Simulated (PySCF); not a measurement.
4-(methylthio)benzaldehyde, C8H8OS.
Structure used (PBE0-D3(BJ)/def2-SVP), in Å, numbered top down from 1:
```xyz
18
C8H8OS angstrom
C     -3.2650   -0.1879    0.7173
S     -2.4549   -0.3176   -0.8823
C     -0.7530   -0.1381   -0.4998
C     -0.2458    0.0547    0.7963
C      1.1210    0.1856    0.9941
C      2.0095    0.1282   -0.0854
C      3.4591    0.2683    0.1396
O      3.9747    0.4345    1.2179
C      1.5017   -0.0639   -1.3765
C      0.1383   -0.1959   -1.5861
H     -3.0917    0.7927    1.1839
H     -4.3389   -0.2950    0.5119
H     -2.9547   -0.9935    1.3985
H     -0.9164    0.1030    1.6546
H      1.5336    0.3359    1.9948
H      4.0797    0.2081   -0.7926
H      2.1898   -0.1098   -2.2261
H     -0.2519   -0.3456   -2.5959
```

Theory: PBE0-D3(BJ)/def2-SVP geometry optimisation, gas phase in PySCF.

Masses are those of the commonest isotopes; rigid-rotor values at the optimised geometry. The values belong to one conformer with, in the numbering `[CH3:1][S:2][c:3]1[cH:4][cH:5][c:6]([CH:7]=[O:8])[cH:9][cH:10]1`, C1–S2–C3–C4 0°, C5–C6–C7–O8 0°.

Question: What are A, B and C (MHz)?

Answer: Ia = 141.25, Ib = 894.41, Ic = 1032.38 u·Å²; 505379 MHz·u·Å²/I gives A = 3578, B = 565.0, C = 489.5 MHz.

Question: What kind of rotor is it?

Answer: A near-prolate asymmetric top. Ray's parameter κ = (2B − A − C)/(A − C) = -0.951; −1 is the prolate and +1 the oblate limit.

Question: What does the inertial defect say?

Answer: Not planar: Δ = Ic − Ia − Ib = -3.28 u·Å². For a rigid frame Δ = −2 Σ m c², so Σ m c² = 1.64 u·Å² lies off the ab plane, practically all of it from hydrogen. The atom farthest from that plane is 0.91 Å away.

Question: Give the other two planar moments, Paa and Pbb, and the rms extents of the mass along the axes.

Answer: Paa = Σ m a² = (Ib + Ic − Ia)/2 = 892.77 and Pbb = Σ m b² = (Ia + Ic − Ib)/2 = 139.61 u·Å². With the mass M = 152.03 u, the rms extents √(P/M) along a, b and c are 2.42, 0.96, 0.10 Å.

Question: List the rotational levels J(Ka,Kc) to J = 5 (MHz).

Answer: Above 0(0,0):
J = 1: 1(0,1) 1055, 1(1,1) 4067, 1(1,0) 4143
J = 2: 2(0,2) 3162, 2(1,2) 6101, 2(1,1) 6328, 2(2,1) 15366, 2(2,0) 15368
J = 3: 3(0,3) 6320, 3(1,3) 9151, 3(1,2) 9604, 3(2,2) 18530, 3(2,1) 18537, 3(3,1) 33784, 3(3,0) 33784
J = 4: 4(0,4) 10525, 4(1,4) 13215, 4(1,3) 13970, 4(2,3) 22747, 4(2,2) 22768, 4(3,2) 38005, 4(3,1) 38005, 4(4,1) 59357, 4(4,0) 59357
J = 5: 5(0,5) 15770, 5(1,5) 18293, 5(1,4) 19425, 5(2,4) 28017, 5(2,3) 28066, 5(3,3) 43283, 5(3,2) 43283, 5(4,2) 64633, 5(4,1) 64633, 5(5,1) 92086, 5(5,0) 92086
Those of J = 1 are B + C, A + C and A + B.

Question: Predict some low-J microwave lines.

Answer: The dipole components are |μa| = 3.37 D, |μb| = 0.29 D, |μc| = 0.00 D; the mirror of this Cs structure is the ab plane, so μc vanishes by symmetry (the 0.01 D computed is a residue) and there are no c-type lines. The squared components, which scale the intensities, stand as 1.00 : 0.01 (a : b). Some lines, for components of 0.1 D or more:

| type | branch | J(Ka,Kc) | MHz | lower level (cm⁻¹) |
| --- | --- | --- | --- | --- |
| a | R | 1(0,1) ← 0(0,0) | 1055 | 0.000 |
| a | R | 2(0,2) ← 1(0,1) | 2108 | 0.035 |
| a | R | 3(2,2) ← 2(2,1) | 3164 | 0.513 |
| b | Q | 2(1,1) ← 2(0,2) | 3165 | 0.105 |
| a | R | 3(1,2) ← 2(1,1) | 3276 | 0.211 |
| b | Q | 4(1,3) ← 4(0,4) | 3445 | 0.351 |
| a | R | 4(1,4) ← 3(1,3) | 4064 | 0.305 |
| b | R | 2(1,2) ← 1(0,1) | 5047 | 0.035 |
| a | R | 5(2,4) ← 4(2,3) | 5270 | 0.759 |
| a | R | 5(4,1) ← 4(4,0) | 5276 | 1.980 |
| a | R | 5(3,2) ← 4(3,1) | 5278 | 1.268 |
| a | R | 5(2,3) ← 4(2,2) | 5298 | 0.759 |
| a | R | 5(1,4) ← 4(1,3) | 5455 | 0.466 |
| b | Q | 2(2,1) ← 2(1,2) | 9265 | 0.204 |
| b | Q | 3(2,2) ← 3(1,3) | 9379 | 0.305 |
| b | R | 4(2,3) ← 3(1,2) | 13144 | 0.320 |
| b | R | 4(2,2) ← 3(1,3) | 13618 | 0.305 |
| b | R | 5(2,4) ← 4(1,3) | 14047 | 0.466 |
| b | Q | 5(3,3) ← 5(2,4) | 15266 | 0.935 |
| b | R | 4(3,1) ← 3(2,2) | 19475 | 0.618 |
| b | R | 5(3,2) ← 4(2,3) | 20536 | 0.759 |
| b | R | 4(4,1) ← 3(3,0) | 25573 | 1.127 |
| b | R | 4(4,0) ← 3(3,1) | 25573 | 1.127 |
| b | R | 5(4,2) ← 4(3,1) | 26628 | 1.268 |

Stationary, but not proved a minimum. Constants of a rigid frame at the computed geometry: no zero-point averaging, no centrifugal distortion. A rigid rotor knows nothing of internal rotation, which can split or shift real lines.
